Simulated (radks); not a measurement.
Q: Radial electron density D(r) = 4 pi r^2 rho(r) of an atom or ion with 16 electrons. Calculated with a radial shooting solver on a logarithmic mesh with Libxc functionals: scalar-relativistic Kohn-Sham, exchange-only PBE, spin-unpolarised, spherical densities, finite nucleus; Fermi nuclear charge, rms radius of each element as measured or else 0.836 A^(1/3) + 0.57 fm.

r (bohr),D(r) (e/bohr)
0.006908,1.587
0.008781,2.397
0.01116,3.559
0.01419,5.171
0.01804,7.306
0.02293,9.968
0.02939,13.12
0.03736,16.16
0.0475,18.59
0.06038,19.65
0.07676,18.89
0.09758,16.61
0.124,14.14
0.159,13.34
0.2021,15.16
0.2569,18.16
0.3266,19.30
0.4151,16.48
0.5278,10.78
0.6763,5.576
0.8597,3.662
1.093,4.024
1.389,4.258
1.766,3.250
2.245,1.725
2.877,0.6099
3.658,0.1490
4.65,0.02212
5.911,0.001720

What is the nuclear charge?

A: Z = 17. The innermost maximum, from 1s, lies near gamma/Z bohr with gamma = sqrt(1 - (Z/c)^2) = 0.992, here 0.0584 bohr (found: 0.0618), and its height grows with Z. The density is that of the chlorine ion Cl+ in [Ne] 3s2 3p4; the configuration itself is not fixed sharply by these data, and Z only to about a unit. D(r) has 3 maxima, at r = 0.0618, 0.314, 1.30 bohr, and minima at 0.152, 0.902 bohr, inside which lie 2.18, 10.38 electrons.
